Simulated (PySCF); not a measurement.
Constitutional and geometric isomers with formula C2H5NSi. Gas-phase values, no solvent. One relaxed conformer stands for each flexible species; it need not be the lowest. Strings in code marks are SMILES.

The four lowest singlet excitations (Tamm–Dancoff). Method: B3LYP-D3(BJ)/def2-TZVP (PySCF). B3LYP has the VWN-RPA correlation part, as in Gaussian. Excitations are Tamm–Dancoff values on a coarser integration grid. The basis has no diffuse functions, so Rydberg states are missing or too high.

```
state  energy (eV)  wavelength (nm)  oscillator strength
-----  -----------  ---------------  -------------------
S1            2.99              415                0.005
S2            4.64              267                0.478
S3            5.38              230                0.005
S4            5.79              214                0.049
```

### Question
Name which member gives these states.
A. `CN=C=[SiH2]`
B. `C#C[SiH2]N`
C. `C[SiH]=C=N`
D. `C1=[SiH]CN1`

### Answer
C, `C[SiH]=C=N`
